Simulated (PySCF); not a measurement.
# Hartree-Fock beside MP2: BGeH4O

All numbers below are calculated, not measured. They come from PySCF 2.14.0, an open-source quantum chemistry program, on an isolated molecule that a program drew, which may never have been made. The molecule is BGeH4O (charge 0, doublet), drawn as the SMILES string `O[BH][GeH2]`.

The geometry was optimised and harmonic frequencies were computed with HF and MP2, all in the cc-pVDZ basis, for the commonest isotopes, with a restricted reference for singlets and an unrestricted one otherwise, and a frozen core in MP2. Germanium has the cc-pVDZ-PP basis, with a core potential (ECP10MDF) in place of its 10 inner electrons, and its 3s, 3p and 3d shells are frozen in MP2. Each result is a local minimum of its method.

Geometry at the HF minimum:
```xyz
7
BGeH4O, angstrom
O    -1.3911   -0.8145   -1.4169
B    -0.2549   -1.3681   -1.8797
Ge    1.1747   -0.3155   -2.9574
H    -1.4835    0.1143   -1.5659
H    -0.1114   -2.5446   -1.6994
H     1.1972    1.2153   -2.8163
H     2.6054   -0.8586   -2.9531
```

Lengths of the bonds as drawn, in Å (atoms numbered as above):
| bond | HF | MP2 |
|---|---|---|
| O1-B2 | 1.346 | 1.364 |
| B2-Ge3 | 2.077 | 2.060 |
| O1-H4 | 0.945 | 0.968 |
| B2-H5 | 1.199 | 1.206 |
| Ge3-H6 | 1.537 | 1.540 |
| Ge3-H7 | 1.530 | 1.533 |

Rotational constants, in GHz:
```
constant     HF    MP2
       A  38.71  38.97
       B  3.319  3.322
       C  3.076  3.074
```

Harmonic frequencies in cm^-1, each column in rising order, so a row needn't be the same motion in every method:
| rank | HF | MP2 |
|---|---|---|
| 1 | 188 | 198 |
| 2 | 236 | 224 |
| 3 | 376 | 281 |
| 4 | 482 | 459 |
| 5 | 619 | 590 |
| 6 | 635 | 613 |
| 7 | 877 | 855 |
| 8 | 940 | 892 |
| 9 | 1072 | 1011 |
| 10 | 1243 | 1188 |
| 11 | 1377 | ? |
| 12 | 2186 | 2162 |
| 13 | 2219 | 2198 |
| 14 | 2719 | 2671 |
| 15 | 4160 | 3849 |

**Estimate the missing MP2 frequency from the HF column.**

A single factor s that minimises the squared misfit of MP2 against s times HF over the other rows is sum(HF x MP2) / sum(HF^2) = 0.9550, with an rms misfit of 53 cm^-1. For rank 11 it gives 0.9550 x 1377 = 1315 cm^-1. The calculation gives 1323 cm^-1, 8 cm^-1 above the estimate. The drawn bonds are on average 0.7 % longer in MP2 than in HF.
